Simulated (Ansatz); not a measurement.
System: boron oxyfluoride, BOF, charge 0, multiplicity 1. SMILES: O=BF
Geometry: optimised at B3LYP-D3(BJ)/def2-TZVP (Ansatz, a program for electronic structure).

Property: atomisation energy, in kcal/mol. Conventions: non-relativistic; atomisation electronic, to ground-state atoms; 6-31G* and kin with 6d, 5d where marked; 6-311+G** with 5d; dispersion terms only where a functional's name holds one; no spin-orbit coupling; UHF or UKS for open shells; valence correlation only. CBS marks a two-point X^-3 extrapolation of the correlation energy; Hartree-Fock from the larger set. Ab initio and DFT rows: single points at B3LYP-D3(BJ) geometries (Ansatz).

Coupled cluster (Ansatz) is a level with limits of its own, used here on species with T1 under 0.025 (0.045 for open shells) and stable references: CCSD(T)/CBS(aug-cc-pVTZ,aug-cc-pVQZ).

Value to compare with, CCSD(T)/CBS(aug-cc-pVTZ,aug-cc-pVQZ) (Ansatz): 357.0 kcal/mol.

```tsv
level	program	atomisation energy (kcal/mol)	difference
PBE/STO-3G	Ansatz	407.7	50.7
B3LYP/3-21G	Ansatz	339.1	-17.9
B3LYP/6-31G*	Ansatz	357.1	0.1
B3LYP/def2-SVP	Ansatz	362.1	5.1
PBE0/6-31G*	Ansatz	356.1	-0.9
PBE0/6-311+G**	Ansatz	350.0	-7.0
MP2/6-311+G**	Ansatz	356.6	-0.4
B3LYP-D3(BJ)/def2-TZVPD	Ansatz + dftd3	356.3	-0.7
wB97X-V/def2-TZVPD	Ansatz	354.3	-2.7
```

Among the 7 habitual levels, PBE/STO-3G lies farthest from CCSD(T)/CBS(aug-cc-pVTZ,aug-cc-pVQZ) (Ansatz) (50.7 kcal/mol); 3 of 7 lie above it, and their mean absolute difference is 11.7 kcal/mol, the median 5.1. One case shows no general order.

The levels are drawn from those run, B3LYP/6-31G* more often than the rest, none by its result; runs whose electronic state is in doubt are left out.
